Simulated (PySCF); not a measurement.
C3H2F3, SMILES C=C(F)[C](F)F (connectivity only; charge and spin as stated), charge +1, multiplicity 1. Atoms are numbered in the order given.

```xyz
8

C     -1.1152    -1.4887     0.0000
C      0.0183    -0.7463     0.0000
F      1.2225    -1.2449     0.0000
C     -0.0369     0.6773     0.0000
F     -1.1185     1.3135     0.0000
F      1.0017     1.3699     0.0000
H     -2.1029    -1.0186     0.0000
H     -1.0450    -2.5824     0.0000
```
Charge +1, spin multiplicity 1.

Geometry optimised at PBE0-D3(BJ)/def2-SVP. The spin state was assumed, not searched. The isomer is the one that the SMILES or the coordinates give; other isomers of the formula were not compared. Other conformers were not sampled.

Method: HF/pcSseg-1 (PySCF).

GIAO shieldings, no solvent; atoms listed in one row are averaged. δ = σ(ref) − σ: ¹³C against TMS (σ = 192.6 ppm); ¹⁹F against CFCl3 (σ = 238.5 ppm); ¹H against TMS (σ = 31.99 ppm), references at their B3LYP-D3(BJ)/def2-TZVP geometries, non-relativistic.

Computed chemical shifts:
| nucleus | atoms | count | δ (ppm) |
|---|---|---|---|
| ¹³C | C1 | 1 | 190.3 |
| ¹³C | C4 | 1 | 187.1 |
| ¹³C | C2 | 1 | 143.5 |
| ¹⁹F | F6 | 1 | 65.0 |
| ¹⁹F | F5 | 1 | 46.5 |
| ¹⁹F | F3 | 1 | -136.2 |
| ¹H | H8 | 1 | 10.02 |
| ¹H | H7 | 1 | 9.94 |
